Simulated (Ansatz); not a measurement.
Consider the hydrogenolysis of a Te–C bond: `SC[TeH]` + H₂ → H₂Te + CH₃SH.

Program: Ansatz. Geometries: PBE0-D4/def2-TZVP. ΔE: electronic, gas phase. CCSD(T)/CBS adds triple-zeta CCSD(T) − MP2 to the extrapolated MP2 energy (def2 sets, frozen cores). This one scheme is used for every species. Functionals use def2-TZVPP. B3LYP here is the variant with VWN-RPA as its local correlation; programs differ in this. def2 core potentials past Kr. For Te outer-core shells are correlated without core-valence functions, which leaves a few kJ/mol of doubt a bond. One conformer a species, not always the lowest.

```
             level  ΔE (kJ/mol)  difference from CCSD(T)/CBS
       LDA (SPW92)        -60.0                         -6.7
            PBE-D4        -53.6                         -0.3
         revPBE-D4        -47.9                          5.4
         r2SCAN-D4        -59.8                         -6.5
            B97M-V        -68.6                        -15.3
           PBE0-D4        -61.5                         -8.2
          B3LYP-D4        -59.3                         -6.0
        r2SCANh-D4        -61.9                         -8.6
        r2SCAN0-D4        -65.1                        -11.8
          BHLYP-D4        -66.7                        -13.4
      CAM-B3LYP-D4        -68.7                        -15.4
           ωB97X-V        -65.0                        -11.7
           ωB97M-V        -63.4                        -10.1
            B2PLYP        -64.5                        -11.2
          PBE-QIDH        -63.2                         -9.9
               PBE        -61.1                         -7.8
            revPBE        -63.1                         -9.8
              BLYP        -67.0                        -13.7
            r2SCAN        -61.3                         -8.0
              PBE0        -68.0                        -14.7
           r2SCANh        -63.7                        -10.4
           r2SCAN0        -67.1                        -13.8
             BHLYP        -79.0                        -25.7
         CAM-B3LYP        -75.6                        -22.3
           LC-ωPBE        -73.2                        -19.9
RPA@PBE/def2-TZVPP        -60.5                         -7.2
       HF/def2-SVP       -102.0                        -48.7
      MP2/def2-SVP        -68.6                        -15.3
     CCSD/def2-SVP        -82.5                        -29.2
  CCSD(T)/def2-SVP        -77.3                        -24.0
     HF/def2-TZVPP        -91.5                        -38.2
    MP2/def2-TZVPP        -49.6                          3.7
SCS-MP2/def2-TZVPP        -56.4                         -3.1
   CCSD/def2-TZVPP        -68.4                        -15.1
CCSD(T)/def2-TZVPP        -61.2                         -7.9
     HF/def2-QZVPP        -91.1                        -37.8
    MP2/def2-QZVPP        -45.0                          8.3
SCS-MP2/def2-QZVPP        -52.4                          0.9
      HF/CBS(def2)        -91.1                        -37.8
    CCSD/CBS(def2)        -60.5                         -7.2
       CCSD(T)/CBS        -53.3                            0
```

Largest T1 diagnostic among the species: 0.011.

At CCSD(T), def2-SVP lies −23.9 kJ/mol from the extrapolated value and def2-TZVPP −7.9 kJ/mol. Leaving LDA and LC-ωPBE aside and taking each functional with its dispersion term where it has one, the values spread over 20.8 kJ/mol, from CAM-B3LYP-D4 to revPBE-D4. From PBE to PBE0 (25 % exact exchange), in def2-TZVPP and without D4, ΔE moves by −6.9 kJ/mol.
